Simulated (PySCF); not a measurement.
## Computed properties of CdClHSe, SMILES [SeH][Cd][Cl]

CdClHSe, SMILES [Cl][Cd][SeH]. Geometry optimised at B3LYP-D3(BJ)/def2-TZVP. The def2 effective core potentials stand for the cores of Cd; spin–orbit coupling is left out. The values are those of a single conformer. All values are computed for the isolated molecule unless a solvent is named; none is compared with measurement here.

**Structure.** The optimised structure has Cs symmetry. All 6 harmonic modes at B3LYP-D3(BJ)/def2-TZVP (PySCF) are real, so it is a minimum. With heavy atoms numbered as in [Cd:1]([Cl:2])[SeH:3], the shortest bond between them is Cd1–Cl2 at 2.306 Å and the longest Cd1–Se3 at 2.466 Å.

**Vibrations.** The strongest infrared lines (harmonic, unscaled, degenerate partners summed) lie at 368 cm⁻¹ (54 km/mol, Cl 62 %, Cd 35 %), 2393 cm⁻¹ (8 km/mol, H 99 %), 70 cm⁻¹ (7 km/mol, Cd 45 %, Cl 39 %, Se 14 %). The softest mode is at 70 cm⁻¹ and the zero-point energy is 5.3 kcal/mol.

**Electronic structure.** r2SCAN/def2-TZVPD (PySCF) places the frontier levels at -6.46 and -2.65 eV, a gap of 3.81 eV, and gives a dipole moment of 1.69 D and a mean polarisability of 79.0 bohr³.

**Excitations.** TDA-B3LYP/def2-SVPD (PySCF) has S1 at 3.72 eV (333 nm, f = 0.015, weak); the most intense of the 10 singlets computed lies at 6.30 eV (f = 0.18). T1 (TDA) is at 3.36 eV, 0.36 eV under S1. No vertical singlet excitation falls in the visible range (under 3.1 eV).
